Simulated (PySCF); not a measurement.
# Trend along the chalcogens: MF anions

CCSD(T) with double-zeta basis sets in PySCF, for the lowest determinant that a PBE0 search found; no spin–orbit coupling. De refers to high-spin ground-configuration atoms (the charge goes to the atom of lower measured ionisation energy or higher electron affinity, which is not always the lowest computed limit).

```tsv
M	basis	reference, frozen orbitals	charged atom	state (unpaired electrons)	Re (Å)	ωe (cm⁻¹)	De (eV)
O	aug-cc-pVDZ	RHF, 2	F−	singlet (closed shell)	1.552	728	0.78
S	aug-cc-pV(D+d)Z/aug-cc-pVDZ	RHF, 6	F−	singlet (closed shell)	1.770	630	2.15
Se	aug-cc-pVDZ-PP/aug-cc-pVDZ	RHF, 5	F−	singlet (closed shell)	1.889	538	2.12
Te	aug-cc-pVDZ-PP/aug-cc-pVDZ	RHF, 5	F−	singlet (closed shell)	2.035	502	2.29
```

**Question.** By what factor does the well depth vary along the series?

**Answer.** At CCSD(T) it runs from 0.78 eV (OF⁻) to 2.29 eV (TeF⁻), a factor of 2.94.

Relativity is treated differently too: O no relativity; S no relativity; Se scalar-relativistic core potentials; Te scalar-relativistic core potentials.

Down a group bonds as a rule get longer and wavenumbers fall, partly through the reduced mass; this series shows no clear exception.

Correlated steps freeze the inner cores (2 to 6 orbitals); shallow outer-core shells are correlated. Correlated levels converge slowly with the basis: in double zeta they bind strong bonds too weakly, by up to about 1 eV, and carry superposition errors of some tenths. Spin–orbit coupling is left out, which matters for elements this heavy, above all for dissociation energies. For an ion De counts to the pair picked by the measured ionisation energies or electron affinities, which need not be the lowest pair at this level. Where the molecule has an RHF reference, its open-shell atoms are computed with UHF. The CCSD T1 diagnostic is raised in OF⁻, a sign that a single reference may not be enough there.
